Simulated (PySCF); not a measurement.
**TDDFT excited states: BrH9O3Si4**

BrH₉O₃Si₄.
Numbering: `[SiH3:1][O:2][SiH:3]([O:4][SiH3:5])[O:6][SiH2:7][Br:8]` (hydrogens: H9, H10, H11 on Si1; H12 on Si3; H13, H14, H15 on Si5; H16, H17 on Si7)

The calculation used PySCF, TDDFT CAM-B3LYP/def2-SVPD, vertical, gas phase, core orbitals frozen in the response. One conformer (not necessarily the lowest) at the PBE0-D3(BJ)/def2-SVP geometry, without solvent, vibrations or thermal averaging. Relativistic effects, spin–orbit coupling among them, are left out although an element past zinc is present. Torsions of this conformer, `[SiH3:1][O:2][SiH:3]([O:4][SiH3:5])[O:6][SiH2:7][Br:8]`: Si1–O2–Si3–O4 36°, O2–Si3–O4–Si5 -33°, O2–Si3–O6–Si7 75°, Si3–O6–Si7–Br8 -44°.

Predict the UV-vis stick spectrum at this level.

| state | E (eV) | ν̃ (cm⁻¹) | f | main configurations (H = HOMO, L = LUMO) |
| --- | --- | --- | --- | --- |
| S1 | 7.06 | 56970 | 0.021 | H→L+1 (53%), H→L (31%) |
| S2 | 7.36 | 59320 | 0.032 | H-1→L+1 (48%), H-1→L (33%) |
| S3 | 7.54 | 60790 | 0.0004 | H→L+3 (42%), H→L (23%) |
| S4 | 7.64 | 61630 | 0.0008 | H-2→L (46%), H-2→L+1 (15%) |
| S5 | 7.76 | 62630 | 0.0054 | H-3→L (37%), H-3→L+1 (13%) |
| S6 | 7.80 | 62880 | 0.0023 | H-4→L (28%), H-3→L+4 (10%), H-4→L+3 (9%) |
| S7 | 7.90 | 63690 | 0.0071 | H→L+2 (20%), H→L+1 (18%), H→L (14%) |
| S8 | 7.97 | 64300 | 0.0051 | H-5→L (14%), H-2→L+4 (12%), H-1→L (11%) |
| S9 | 8.00 | 64550 | 0.015 | H-1→L+3 (21%), H-1→L (14%), H-5→L (9%) |
| S10 | 8.21 | 66190 | 0.096 | H-1→L+2 (27%), H-1→L+3 (22%), H-1→L+1 (18%) |

Triplets, Tamm–Dancoff:

| state | E (eV) | λ (nm) | main configurations (H = HOMO, L = LUMO) |
| --- | --- | --- | --- |
| T1 | 6.63 | 187.0 | H→L+1 (45%), H→L (33%) |
| T2 | 6.89 | 180.1 | H-1→L+1 (45%), H-1→L (30%) |
| T3 | 7.26 | 170.7 | H-2→L (41%), H-2→L+1 (13%) |
| T4 | 7.29 | 170.1 | H→L+3 (35%), H→L (18%), H→L+1 (11%) |

The lowest singlet comes at 176 nm (681 kJ/mol) in the vacuum ultraviolet; it is weak; its leading configuration is HOMO→LUMO+1 (53%). The most intense listed level is S10 at 8.21 eV (151 nm, f = 0.096), 1.14 eV above S1. It is the last of those listed, so stronger ones may follow. Löwdin shares by element: HOMO bromine 74%, silicon 12% or more, hydrogen 10% or more; LUMO silicon 33% or more, bromine 18% (atoms not listed hold the other 49%). Orbital energies (eV): HOMO-3 -10.45, HOMO-2 -10.25, HOMO-1 -10.03, HOMO -9.81, LUMO 0.62, LUMO+1 0.74, LUMO+2 1.09. The oscillator strengths of these states sum to 0.185; summed over the whole spectrum of an exact calculation they would give the number of electrons, 124 (Thomas–Reiche–Kuhn). The listed states span 1.14 eV, and the widest gap between neighbours is 0.29 eV (S1 to S2). Singlets were solved by full linear response, triplets in the Tamm–Dancoff approximation.

Without π bonds the low states are Rydberg-like; a valence basis with one diffuse set may place them up to an eV too high.
